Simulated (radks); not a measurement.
Problem. Species: P+. Configuration: [Ne] 3s2 3p2. Calculated with a radial shooting solver on a logarithmic mesh with Libxc functionals: scalar-relativistic Kohn-Sham, PBE, spin-polarised, spherical densities, point nucleus; open shells are filled with parallel spins first. Some entries of the table are withheld. Estimate them.

orbital,occ.,eigenvalue (eV),<1/r> (bohr^-1),r(max) (bohr)
1s up,1,-2094.897,14.65,0.06764
1s down,1,-2094.658,14.65,0.06764
2s up,1,-184.5291,2.823,0.4187
2s down,1,-184.2778,2.822,0.4189
2p up,3,-135.0951,(1),0.3539
2p down,3,-134.7545,(2),0.3542
3s up,1,-24.1314,0.7497,1.553
3s down,1,-21.8880,0.7531,1.538
3p up,2,(3),0.6335,1.753
3p down,0,(4),0.6248,1.751

Solution. 
(1) 2p up <1/r> (bohr^-1): 2.711
(2) 2p down <1/r> (bohr^-1): 2.711
(3) 3p up eigenvalue (eV): -15.0176
(4) 3p down eigenvalue (eV): -12.8521
